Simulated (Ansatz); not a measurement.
Geometry optimisation, RKS PBE-D4/def2-SVP in Ansatz 0.2.0.

input.yaml

```yaml
crystal:
  periodic: [false, false, false]
  atoms:
    - { symbol: Ta, position_ang: [0.0, 0.0, 0.0] }
    - { symbol: O, position_ang: [2.37, 0.0, 0.0] }
    - { symbol: H, position_ang: [2.7071, -0.5308, 0.7903] }
    - { symbol: F, position_ang: [0.0, 0.0, 1.93] }
    - { symbol: Cl, position_ang: [0.0, 0.0, -2.47] }
    - { symbol: F, position_ang: [-0.965, 1.6714, 0.0] }
    - { symbol: F, position_ang: [-0.965, -1.6714, 0.0] }
    - { symbol: H, position_ang: [0.6622, 1.5829, -1.2107] }
    - { symbol: H, position_ang: [1.6714, 1.1967, -0.9153] }
basis:
  gaussian: { orbitals: def2-SVP }
hamiltonian:
  xc: pbe
  dispersion: d4
relax:
  f_tol: 0.15
  max_steps: 25
  restrain:
    - { distance: [0, 7], at: 3.0, k: 30.0 }
    - { distance: [8, 1], at: 2.21, k: 30.0 }
    - { distance: [0, 1], at: 2.02, k: 30.0 }
    - { distance: [8, 7], at: 0.66, k: 30.0 }
```

Command:

```bash
$ ansatz run input.yaml --threads 4 --pin off --max-ram 5120MiB --backend cpu --events-out ev --progress --plain --runs-dir out
```

**Question.** Where does it end, and by what steps?

**Answer.** The run converged. The restraints hold the end off the free minimum; the threshold counts their pulls, which the force column leaves out. Restrained pairs: Ta1–H8 (2.10 → 3.00 Å), O2–H9 (1.66 → 2.22 Å), Ta1–O2 (2.37 → 1.97 Å), H8–H9 (1.12 → 0.72 Å). After 14 steps the energy has fallen by 3.165 eV (the restraints' own energy left out); H8 moved furthest, 1.13 Å.

| step | energy less start (eV) | largest force component (eV/Å) | accepted |
| --- | --- | --- | --- |
| 0 | 0.0000 | 3.685 | yes |
| 1 | -0.9148 | 3.806 | yes |
| 2 | -1.5625 | 4.588 | yes |
| 3 | -2.3361 | 3.401 | yes |
| 4 | -2.9119 | 1.344 | yes |
| 5 | -3.0789 | 1.761 | yes |
| 6 | -3.1336 | 1.317 | yes |
| 7 | -3.1298 | 1.417 | yes |
| 8 | -3.1465 | 1.520 | yes |
| 9 | -3.1792 | 1.378 | no |
| 10 | -3.1644 | 1.405 | yes |
| 11 | -3.1626 | 1.538 | yes |
| 12 | -3.1670 | 1.476 | no |
| 13 | -3.1663 | 1.525 | yes |
| 14 | -3.1650 | 1.556 | yes |

```xyz
9
Properties=species:S:1:pos:R:3
Ta -0.054 -0.232 -0.106
O 1.901 -0.447 -0.261
H 2.452 -0.265 0.527
F 0.271 0.238 1.715
Cl -0.253 -0.641 -2.399
F -1.071 1.343 -0.250
F -0.972 -1.776 0.411
H 1.397 2.312 -0.767
H 1.809 1.717 -0.746
```

Time of the run: 29 s on 4 threads of Arm Neoverse V1, with other jobs on the host, peak memory 0.18 GiB.
